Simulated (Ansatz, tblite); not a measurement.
Forces on Fe₂Pt at its r2SCAN-D4/def2-TZVP geometry. Total charge 0; septet.

In the def2 sets Pt takes a core potential; there is no spin–orbit coupling. The xTB rows come from tblite. At PBE-D4/def2-TZVP the charge 0 septet is spin-contaminated (final ⟨S²⟩ up to 12.38, 12.00 for a pure state). The geometry of the septet was relaxed on an unsound state (⟨S²⟩ 12.62, where a pure state has 12.00). The order of the spin states hangs on the level: the triplet lies 0.36 eV below the septet at PBE0-D4/def2-TZVP, but 0.68 eV above it at PBE-D4/def2-TZVP. The septet is doubtful at PBE0-D4/def2-TZVP (⟨S²⟩ 12.72, where a pure state has 12.00). The triplet is doubtful at PBE0-D4/def2-TZVP (⟨S²⟩ 5.49, where a pure state has 2.00). The septet is doubtful at PBE-D4/def2-TZVP (⟨S²⟩ 12.38, where a pure state has 12.00). The triplet is doubtful at PBE-D4/def2-TZVP (⟨S²⟩ 5.22, where a pure state has 2.00). The structure comes from a short search, and lower isomers may exist.

GFN1-xTB (tblite), largest force 1.66 eV/Å:

```xyz
3
positions Å, forces eV/Å
Fe    0.097    0.629   -1.109   -0.944    0.103   -0.146
Fe    1.156   -0.325    0.528   -0.570   -0.418    0.756
Pt   -1.253   -0.304    0.581    1.514    0.315   -0.610
```

GFN2-xTB (tblite), largest force 1.88 eV/Å:

```
Fe -0.536 0.898 -1.560
Fe 1.018 -0.720 1.229
Pt -0.481 -0.178 0.332
```

PBE-D4/def2-TZVP (Ansatz), largest force 0.79 eV/Å:

```
Fe 0.619 -0.215 0.356
Fe -0.326 0.363 -0.627
Pt -0.293 -0.148 0.271
```
